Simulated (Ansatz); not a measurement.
Gas-phase electronic energies from Ansatz, PBE0-D4/def2-TZVP geometries. CCSD(T)/CBS is the MP2 limit (def2-TZVPP, def2-QZVPP) plus CCSD(T) − MP2 in def2-TZVPP, frozen cores. Functionals use def2-TZVPP. HSE06 is defined as in plane-wave codes. def2 core potentials past Kr. For Ga, Se, Sn outer-core shells are correlated without core-valence functions, which leaves a few kJ/mol of doubt a bond. Scalar relativity is left out up to krypton. One conformer a species, not always the lowest.

`[CH3][GaH][SnH3]` + `C[SeH]` → `[CH3][GaH][Se]C` + `[SnH4]`  (cleavage of the Ga–Sn bond)

Q: Is it downhill or uphill in electronic energy at CCSD(T)/CBS, and by how much? (Best estimate.)

A: Computed: Downhill: ΔE = -58.8 kJ/mol.

Q: What do these levels give: PBE-D4, B97M-V, r2SCANh-D4, r2SCAN0-D4, HSE06-D4, B2PLYP, BLYP, HSE06, RPA@PBE/def2-TZVPP, MP2/def2-TZVPP, SCS-MP2/def2-TZVPP, SCS-MP2/def2-QZVPP? (An estimate is asked.)

A: Computed: PBE-D4 -57.6, B97M-V -69.1, r2SCANh-D4 -63.1, r2SCAN0-D4 -62.6, HSE06-D4 -58.8, B2PLYP -59.4, BLYP -51.8, HSE06 -56.1, RPA@PBE/def2-TZVPP -61.3, MP2/def2-TZVPP -65.2, SCS-MP2/def2-TZVPP -63.4, SCS-MP2/def2-QZVPP -60.9 kJ/mol.

Largest T1 diagnostic among the species: 0.013.

Leaving LDA and LC-ωPBE aside and taking each functional with its dispersion term where it has one, the values spread over 11.6 kJ/mol, from B97M-V to PBE-D4. LDA lies −5.8 kJ/mol from PBE without D4. From BLYP to BHLYP (50 % exact exchange), in def2-TZVPP and without D4, ΔE moves by −6.4 kJ/mol.
